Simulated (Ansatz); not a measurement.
A structure relaxed at PBE0-D4/def2-SVP in Ansatz, charge 0, singlet:

```
atom    x (Å)    y (Å)    z (Å)
 Ni1   0.0136  -0.0304   0.0002
  H2   1.5202   0.0842   0.0572
 As3  -0.0835  -0.0665  -2.1930
  H4  -0.8753   1.0310  -2.8704
  H5  -0.7944  -1.2290  -2.8514
  H6   1.1069  -0.0316  -3.1346
  H7  -1.4948  -0.1301  -0.0584
 As8   0.0877   0.0463   2.1932
  H9  -1.0956  -0.1605   3.1212
 H10   0.5652   1.3458   2.8049
 H11   1.0499  -0.8593   2.9310
```

**Question.** Give its formula, name or SMILES.

**Answer.** trans-NiH2(AsH3)2 (NiAs₂H₈).

**Question.** Summarise the bond lengths by kind (pairs closer than 1.2 times the sum of covalent radii, bridged metal pairs left out).

**Answer.** 2 × As–Ni 2.20 Å; 6 × As–H 1.51 to 1.52 Å; 2 × H–Ni 1.51 Å. The metal has 4 neighbours: H 1.51 Å, As 2.20 Å, H 1.51 Å, As 2.20 Å.
